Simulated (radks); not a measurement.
Results of a calculation; reference values are marked as such.
Initial-state core-level shifts of the vanadium ion V2+ when its valence configuration changes from [Ar] 3d3. Level of theory: non-relativistic Kohn-Sham, r2SCAN, spin-polarised, spherical densities, point nucleus; open shells are filled with parallel spins first; meta-GGA in the generalised Kohn-Sham scheme (a radial shooting solver on a logarithmic mesh with Libxc functionals). Shifts are changes of the shell-averaged eigenvalues in eV (positive: less bound); the change of the density at the nucleus, which sets a Mossbauer isomer shift, is in e/bohr^3, on a base of 8175.

valence,1s,2s,2p,3s,density at nucleus
3d2 4p1,-8.468,-9.451,-9.385,-8.000,+1.8085
3d2.5 4s0.5,-3.566,-4.058,-4.024,-3.389,+3.5730
3d2.5 4p0.5,-4.145,-4.613,-4.580,-3.965,+0.8400
3d1 4p2,-17.702,-19.872,-19.737,-16.279,+4.1510
3d1.5 4s1 4p0.5,-11.839,-13.419,-13.317,-10.994,+8.8545
3d2 4s1,-7.309,-8.330,-8.262,-6.862,+7.5350
3d1.5 4p1.5,-12.989,-14.541,-14.440,-12.110,+2.9148
3d1 4s2,-15.767,-17.936,-17.803,-14.388,+16.3502
